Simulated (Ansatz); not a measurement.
Gas-phase electronic energies from Ansatz, PBE0-D4/def2-TZVP geometries. CCSD(T)/CBS is the MP2 limit (def2-TZVPP, def2-QZVPP) plus CCSD(T) − MP2 in def2-TZVPP, frozen cores. This one scheme is used for every species. Functionals use def2-TZVPP. For Se outer-core shells are correlated without core-valence functions, which leaves a few kJ/mol of doubt a bond. Scalar relativity is left out up to krypton. Each species was taken in one conformer, which may not be the lowest.

Reaction (formal exchange of groups at the Si–F bond): `O[SiH](F)[SeH]` + SiH₄ → `O[SiH]([SiH3])[SeH]` + H–F

```csv
species,r2SCAN energy (Eh)
`O[SiH](F)[SeH]`,-2868.04630
SiH₄,-291.85420
`O[SiH]([SiH3])[SeH]`,-3059.39352
H–F,-100.44665
```

Work out ΔE.

ΔE = (-3059.39352) + (-100.44665) − (-2868.04630) − (-291.85420) = 0.06033 Eh = +158.4 kJ/mol. CCSD(T)/CBS gives +153.8 kJ/mol.

Largest T1 diagnostic among the species: 0.011.

In def2-TZVPP, CCSD(T) changes the Hartree–Fock value by −32.6 kJ/mol (the triples alone add −4.7 kJ/mol) and MP2 by −29.5 kJ/mol. From PBE to PBE0 (25 % exact exchange), in def2-TZVPP and without D4, ΔE moves by +5.6 kJ/mol.
